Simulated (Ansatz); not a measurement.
`[I][In]([I])[I]`, relaxed with RKS PBE0-D4/def2-TZVP in Ansatz from a PBE-D4/def2-SVP geometry. The force threshold is 0.005 eV/Å; the program also tests the step.

The species carries charge 0 and has multiplicity 1. I, In: def2 effective core potential.

Start:

```xyz
4

I    -1.394    0.746    2.163
In    0.004    0.005   -0.003
I    -1.208   -0.116   -2.394
I     2.599   -0.635    0.234
```

```tsv
step	energy (eV)	largest force (eV/Å)	largest move (Å)
1	-29483.0662	0.426	0.000
2	-29483.0920	0.189	0.066
3	-29483.0972	0.018	0.020
4	-29483.0972	0.001	0.002
```

End:

```xyz
4

I    -1.371    0.736    2.129
In    0.000    0.000    0.000
I    -1.182   -0.114   -2.355
I     2.553   -0.623    0.226
```

Run time 29 s (4 threads of an Intel Xeon on a shared host); peak host memory 0.75 GiB.
